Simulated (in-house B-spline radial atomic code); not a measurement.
A radial electron density 4πr²n(r) was computed for an atom or ion in its tabulated ground configuration with a B-spline radial code for spherical atoms; method: Dirac-Hartree-Fock, average of configuration. Columns: r (bohr), 4πr²n(r) (electrons per bohr), bar.

```
   0.001    1.827 #
 0.00122    2.581 #
 0.00147    3.551 ##
 0.00178      4.9 ##
 0.00216    6.739 ###
 0.00262    9.183 #####
 0.00317    12.34 ######
 0.00384    16.41 ########
 0.00466    21.56 ###########
 0.00564    27.73 ##############
 0.00683    34.94 ##################
 0.00828    42.96 ######################
    0.01    51.04 ##########################
  0.0122    58.93 ##############################
  0.0147     64.7 #################################
  0.0178    67.96 ###################################
  0.0216    67.93 ###################################
  0.0262    65.01 #################################
  0.0317    61.12 ###############################
  0.0384    59.14 ##############################
  0.0465    61.92 ###############################
  0.0564    70.12 ####################################
  0.0683    80.37 #########################################
  0.0827    86.52 ############################################
     0.1    83.59 ###########################################
   0.121    72.83 #####################################
   0.147    62.49 ################################
   0.178    61.73 ###############################
   0.216    69.04 ###################################
   0.262    71.94 #####################################
   0.317    60.61 ###############################
   0.384    40.04 ####################
   0.465    25.01 #############
   0.563    22.49 ###########
   0.683     25.3 #############
   0.827    23.53 ############
       1    16.15 ########
    1.21    8.047 ####
    1.47    2.813 #
    1.78   0.6931 
    2.16    0.109 
    2.61  0.01067 
    3.17 0.0005082
```

Question: Which atom or ion is it?
A. Sn8+
B. Te8+
C. Cs9+
D. Te9+

Answer: B. The area under the curve, ∫4πr²n dr = ∫r·4πr²n d(ln r) on this logarithmic grid, is 44 electrons, which only this option has. The configuration is [Kr] 4d8.
